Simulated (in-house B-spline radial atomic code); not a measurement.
## Sc VIII (Sc7+): [Ne] 3s2 3p2

All numbers are computed (Dirac-Kohn-Sham B97-1, spherical fractional occupations; Fermi nucleus of rms radius 3.5459 fm) with a radial B-spline atomic code at the basis-set limit, not measured.

Screening seen three ways: the hydrogenic charge with the same mean radius, Z_r = [3n² - l(l+1)]/(2<r>), the one with the same energy, Z_e = n√(-2ε), and Slater's rules. Values are occupation-weighted means over j.

| shell | electrons | ε (eV) | <r> (bohr) | Z_r | Z_e | Slater |
| --- | --- | --- | --- | --- | --- | --- |
| 1s | 2 | -4569.6 | 0.07301 | 20.55 | 18.33 | 20.70 |
| 2s | 2 | -621 | 0.3408 | 17.61 | 13.51 | 16.85 |
| 2p | 6 | -533.3 | 0.3051 | 16.39 | 12.52 | 16.85 |
| 3s | 2 | -171.5 | 0.9666 | 13.97 | 10.65 | 11.15 |
| 3p | 2 | -144.95 | 0.997 | 12.54 | 9.79 | 11.15 |

The least bound orbital is 3p3/2 at -144.7 eV, and it is also the most diffuse (<r> = 0.9986 bohr).

Spin-orbit splittings of the orbital energies (j = l + 1/2 above j = l - 1/2 when positive): 2p 4.729 eV, 3p 0.7198 eV.

For the 1s electron the small component carries 0.565 % of the norm, the zero-frequency Breit interaction raises the level by 4.196 eV, self-energy by 1.977 eV, and vacuum polarisation lowers it by 0.1499 eV.

Caution: exact exchange at fractional occupations of open shells leaves self-interaction of up to several eV.
